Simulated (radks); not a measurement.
Fractional charge and spin in the 1s shell of beryllium: the spin-up occupation runs from 0 to 1 and the spin-down occupation from 0 to 1; the fullest corner is Be2+, 1s(up 1, down 1). Method: non-relativistic Kohn-Sham, LDA (Slater exchange, Perdew-Wang correlation), spin-polarised, spherical densities, point nucleus; computed with a radial shooting solver on a logarithmic mesh with Libxc functionals. Energy (eV) above the fullest corner. The planes named below are the two flat planes that join the four corners, with an edge along up + down = one added electron.

down \ up        0      0.5        1
0          365.827  253.407  151.912
0.5        253.407  156.890   70.993
1          151.912   70.993    0.000

Corners above the fullest one (they belong to Be3+ and the next ion): (up 1, down 0) 151.91 eV, (up 0, down 1) 151.91 eV, (up 0, down 0) 365.83 eV. With half an added electron in each spin the energy lies 4.978 eV from the planes (fractional-spin error, the static-correlation error of a stretched bond), and with half an added electron in spin up alone -5.462 eV (fractional-charge error). For a frontier s shell over closed shells the exact functional lies on the planes.
